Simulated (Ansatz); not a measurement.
`[F][Ga]([F])[Br]` + CH₃NH₂ → `C[NH][Ga]([F])[F]` + HBr at 600 K and 1 bar (ligand exchange at a Ga–Br bond).

Calculated with Ansatz (gas phase, PBE0-D4/def2-TZVP geometries, no zero-point term in ΔE). CBS: MP2 limit from def2 TZ/QZ plus the TZ coupled-cluster correction, frozen cores. For Br, Ga outer-core shells are correlated without core-valence functions, which leaves a few kJ/mol of doubt a bond. Scalar relativity is left out up to krypton. One conformer a species, not always the lowest.

| species | CCSD(T)/CBS energy (Eh) | H − E (kJ/mol) | S (J/(mol·K)) |
| --- | --- | --- | --- |
| `[F][Ga]([F])[Br]` | -4696.97905 | 52.7 | 376.9 |
| CH₃NH₂ | -95.75281 | 199.3 | 283.8 |
| `C[NH][Ga]([F])[F]` | -2218.78622 | 211.5 | 441.9 |
| HBr | -2573.91920 | 33.5 | 219.1 |

H − E and S are ideal-gas, rigid-rotor, harmonic terms from PBE0-D4/def2-TZVP, for one conformer and one mirror image of each species. 1 Eh = 2625.50 kJ/mol, R = 8.31446 J/(mol·K).

By hand: ΔE, ΔH, ΔS and ΔG.

ΔE = (-2218.78622) + (-2573.91920) − (-4696.97905) − (-95.75281) = 0.02644 Eh = 69.4 kJ/mol. Δ(H − E) = 211.5 + 33.5 − 52.7 − 199.3 = -7.0, so ΔH = 62.4 kJ/mol. ΔS = 441.9 + 219.1 − 376.9 − 283.8 = 0.3 J/(mol·K). ΔG = 62.4 − 600 × (0.3)/1000 = 62.2 kJ/mol.

By hand: the equilibrium constant, and the temperature at which ΔG would vanish if ΔH and ΔS stayed fixed.

log₁₀ K = −ΔG/(RT ln 10) = -5.4. ΔG = 0 at ΔH/ΔS = 208000 K, far beyond where these terms or the molecules hold.

The number of gas molecules stays the same, so ΔS is small and ΔH decides. A doubt of 5 kJ/mol in ΔE shifts log₁₀ K by 0.4 here. Other conformers and mirror images would add mixing entropy, several J/(mol·K) or more a flexible species. These are equilibria of isolated gas molecules and say nothing of rates. Largest T1 diagnostic: 0.013 (customary marks: 0.02 for closed shells, 0.045 for open ones).
